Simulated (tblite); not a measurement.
Species: C3H7GeN2P.
Numbering: `[CH3:1][c:2]1[p:3][cH:4][n:5][n:6]1[GeH3:7]` (hydrogens: H8, H9, H10 on C1; H11 on C4; H12, H13, H14 on Ge7)

Computed with GFN2-xTB (tblite), gas phase: L-BFGS steps from a force-field or distance-geometry start until the largest atomic force falls under 0.01 eV/Å.

Step 0: E = -551.2532 eV
```
atom  x, y, z in Å  |  force x, y, z in eV/Å
C1     -0.2976    1.6279   -0.8876   -0.790   0.221  -0.047
C2      0.4965    0.7353   -0.0148    0.589  -0.256   0.480
P3      2.0009    1.1754    0.7241    0.348   1.730  -0.555
C4      2.0921   -0.3672    1.4382   -1.782  -1.856  -0.230
N5      1.0311   -1.1473    1.1306    0.825   0.143   0.374
N6      0.1535   -0.5379    0.3229    0.583   0.699   0.074
Ge7    -1.3895   -1.4053   -0.2593   -0.473  -0.755   0.218
H8     -0.4109    1.1739   -1.8856   -0.109   0.184   0.243
H9      0.1984    2.6124   -0.9988   -0.268  -0.628   0.119
H10    -1.3139    1.7875   -0.4354    0.692  -0.089  -0.475
H11     2.8956   -0.7109    2.0838   -0.495  -0.149  -0.244
H12    -2.6382   -0.6203    0.2233    0.602  -0.203  -0.194
H13    -1.3929   -1.4812   -1.7935    0.097   0.150   0.466
H14    -1.4257   -2.8427    0.3299    0.181   0.809  -0.229
```

Step 1: E = -551.3985 eV
```
atom  x, y, z in Å  |  force x, y, z in eV/Å
C1     -0.3089    1.6310   -0.8882   -0.049  -0.243   0.118
C2      0.5050    0.7316   -0.0080    0.415   0.609   0.031
P3      2.0059    1.2001    0.7161    0.196   0.473  -0.108
C4      2.0666   -0.3937    1.4349   -0.104   0.119  -0.070
N5      1.0428   -1.1452    1.1359   -0.438  -0.578  -0.073
N6      0.1618   -0.5279    0.3240    0.102  -0.053   0.103
Ge7    -1.3962   -1.4161   -0.2562   -0.140  -0.361   0.181
H8     -0.4125    1.1765   -1.8821   -0.126   0.113   0.148
H9      0.1946    2.6035   -0.9971   -0.202  -0.408   0.089
H10    -1.3040    1.7863   -0.4421    0.213  -0.030  -0.238
H11     2.8885   -0.7131    2.0803   -0.630  -0.168  -0.317
H12    -2.6297   -0.6232    0.2205    0.508  -0.180  -0.158
H13    -1.3916   -1.4791   -1.7869    0.080   0.121   0.430
H14    -1.4231   -2.8311    0.3266    0.176   0.586  -0.134
```

Q: Estimate the geometry and energy of step 2. (The exact step hangs on the optimiser's Hessian estimate; all steps are aligned on step 1, rigid shifts and turns removed.)

A: E = -551.4498 eV, largest force 0.547 eV/Å
```
atom  x, y, z in Å  |  force x, y, z in eV/Å
C1     -0.3126    1.6276   -0.8864    0.237  -0.266   0.075
C2      0.5144    0.7414   -0.0057    0.144   0.205   0.041
P3      2.0106    1.2147    0.7122    0.153  -0.075   0.109
C4      2.0583   -0.3984    1.4328   -0.091   0.374  -0.188
N5      1.0382   -1.1549    1.1360   -0.276  -0.160  -0.138
N6      0.1657   -0.5263    0.3261   -0.083   0.069  -0.064
Ge7    -1.4004   -1.4251   -0.2522    0.083  -0.012   0.090
H8     -0.4151    1.1792   -1.8786   -0.120   0.018   0.050
H9      0.1901    2.5940   -0.9951   -0.133  -0.213   0.049
H10    -1.2977    1.7854   -0.4481   -0.088  -0.017  -0.064
H11     2.8757   -0.7166    2.0739   -0.465  -0.208  -0.198
H12    -2.6185   -0.6271    0.2170    0.399  -0.137  -0.112
H13    -1.3898   -1.4764   -1.7776    0.069   0.095   0.374
H14    -1.4194   -2.8179    0.3234    0.172   0.324  -0.022
```

The energy changes by -0.0513 eV. The first-order estimate −F·Δx gives -0.0724 eV and the mean of the old and new forces, exact on a quadratic surface, -0.0512 eV. The step makes an angle of 19° with the force vector and moves no atom by more than 0.016 Å.

The cost below is that of the whole relaxation. Hardware: Arm Neoverse V1, one thread (shared host). Cost: 0.25 s of wall time.
